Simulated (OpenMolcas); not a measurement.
# Computed transition rates of Lu⁺

```
Program             : OpenMolcas 26.06
Method              : MS-CASPT2, IPEA 0.25 Eh, imaginary shift 0.1 Eh (closed shells correlated: 5s 5p)
Basis               : ANO-RCC-VQZP [9s8p6d4f3g2h]
Scalar Hamiltonian  : DKH2, point nucleus
Active space        : 2 electrons in 6 orbitals (5d 6s)
State averaging     : 2S+1 = 1 even, 20 roots; 2S+1 = 3 even, 15 roots kept (CI in the orbitals of an earlier block)
Spin-orbit coupling : state interaction with AMFI integrals over the reference wave functions, term energies averaged over their components
```

Rates come from the transition moments of the reference wave functions (E1 and E2 in the length form). At fixed line strength A goes as λ^-3 for E1 and M1 and as λ^-5 for E2, so a rate at the computed wavelength can be rescaled to the measured one. Measured vacuum wavelengths follow from level energies in NIST Handbook of Basic Atomic Spectroscopic Data. Branching counts decays inside the model space alone, at computed energies, and the table is only a selection of the E2 and M1 lines, drawn from those between levels with measured partners whose computed energy lies within a factor of 1.5 of the measured one.

```tsv
Upper	Lower	Type	λ computed (nm)	λ measured (nm)	A computed (s-1)	A rescaled (s-1)	Branching %
5d 6s ¹D₂	6s² ¹S₀	E2	627.1	576.9	3.75e+00	5.69e+00	92.9
5d 6s ¹D₂	5d 6s ³D₁	M1	2123	1806	2.34e-01		5.8
5d 6s ³D₃	5d 6s ³D₂	M1	5329	5670	1.08e-01	8.97e-02	100.0
5d 6s ³D₂	6s² ¹S₀	E2	843.5	804.2	8.31e-02		94.1
5d 6s ¹D₂	5d 6s ³D₂	M1	2443	2042	2.58e-02		0.6
5d 6s ¹D₂	5d 6s ³D₃	M1	4512	3191	2.52e-02		0.6
5d 6s ³D₂	5d 6s ³D₁	M1	16180	15650	5.23e-03	5.78e-03	5.9
```

Spin-changing lines and M1 lines between different terms are not rescaled, since their strength hangs on the term gaps too.

The largest correction is for 5d 6s ¹D₂ → 6s² ¹S₀ (E2): 3.75e+00 × (627.1 / 576.9)^5 = 5.69e+00 s-1, a factor of 1.52.

The computed rate and branching of 5d 6s ³D₃ → 5d 6s ³D₂ give the upper level a radiative lifetime of 1.000 / 1.08e-01 s-1 = 9.26e+00 s, counting decays inside the model space alone. The rescaled rate gives about 1.1e+01 s.

These are rates of the free ion; in crystals, glasses and complexes forced electric-dipole and non-radiative decay shorten such lifetimes by orders of magnitude. No measured rate stands beside these. Rescaling mends the energy factor alone: line strengths can still be far off where a level mixes with configurations outside the active space, and weak or spin-changing lines hang on small mixing coefficients that depend on the term gaps too, so rescaling need not improve them.

CASPT2 breaks the degeneracy within a term, and the mean is taken; among the terms shown or strongly mixed into the levels shown the widest spread is 200 cm-1 (5d 6s ¹D). Terms from blocks run as CI alone lack orbitals of their own. A single d shell beside an s shell can misplace configurations of different d count against each other. Measured partners are found by configuration, term and J. A level has none where our copy of the source lacks it or the pairing is in doubt (some pairs that miss far off the trend of their configuration count as doubtful). Levels of configurations outside the active space are missing.
